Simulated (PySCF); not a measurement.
C2H6BiCl, SMILES [CH3][Bi]([CH3])[Cl]. Coordinates come from a PBE-D3(BJ)/def2-SVP optimisation. The structure was generated by enumeration; whether it is a known compound was not checked. The def2 effective core potentials stand for the cores of Bi; spin–orbit coupling is left out.

Problem. Give the equilibrium geometry at PBE-D3(BJ)/def2-SVP (PySCF confirms it by a frequency run) as Cartesian coordinates in Å, and its point group. (The exact figures need the calculation; the answer reports its results.)

Solution. point group Cs.
```xyz
10

Bi     0.2603    -0.3327     0.0000
Cl    -2.1685     0.3079     0.0000
C      0.8201     1.1642     1.6439
H      1.8992     1.4025     1.5648
H      0.2125     2.0738     1.4818
H      0.5969     0.7303     2.6364
C      0.8201     1.1642    -1.6439
H      0.5969     0.7303    -2.6364
H      0.2125     2.0738    -1.4818
H      1.8992     1.4025    -1.5648
```
